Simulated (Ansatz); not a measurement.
`[OH][GeH]1[O]C[S]1` at its PBE0-D4/def2-TZVP geometry, where that method's forces vanish. Charge 0, multiplicity 1.

```xyz
9

O     1.3706    1.2323   -1.4351
Ge    0.2396    1.0199   -0.1043
O     0.5705   -0.4334    0.9012
C    -0.6266   -1.1448    0.6784
S    -1.6174   -0.1026   -0.4973
H     1.4113    0.4605   -2.0072
H     0.2723    2.3577    0.6329
H    -0.4306   -2.1196    0.2253
H    -1.1898   -1.2699    1.6061
```

(1) What forces (eV/Å) does B3LYP-D4/def2-TZVPP give on these atoms in Ansatz? (Best estimate.)

Answers

(1) The calculation gave: 
```
O1   0.183  0.031 -0.212
Ge2  0.000  0.405  0.134
O3   0.275 -0.041  0.174
C4  -0.172 -0.468  0.190
S5  -0.380  0.023 -0.226
H6   0.041 -0.005 -0.055
H7   0.015  0.014  0.004
H8  -0.013  0.055  0.052
H9   0.049 -0.013 -0.060
```

B3LYP here is the variant with VWN-RPA as its local correlation; programs differ in this.
